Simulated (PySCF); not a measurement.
H8Si3, SMILES [SiH3][SiH2][SiH3] (connectivity only; charge and spin as stated), charge -1, multiplicity 2.

The structure is a stationary point at B3LYP-D3(BJ)/def2-SVPD. The multiplicity is an assumed one; no other spin state was optimised.

Computed with PBE/def2-SVPD in PySCF.

The molecule is in vacuum. A positive occupied level means that this level leaves the electron formally unbound; only the finite basis holds it.

```
Item                                                                 Result
------------------------------------------------  -------------------------
total energy                                             -872.52316 hartree
point group                                                             C2v
α spin, highest occupied and lowest empty level            1.25 and 3.38 eV
β spin, highest occupied and lowest empty level           -1.97 and 1.96 eV
dipole moment about the centre of nuclear charge                     0.29 D
mean static polarisability                           164.3 bohr³ (24.35 Å³)
polarisability, principal values                  100.9, 115.0, 277.0 bohr³
⟨S²⟩                                                0.754 (pure state 0.75)
```
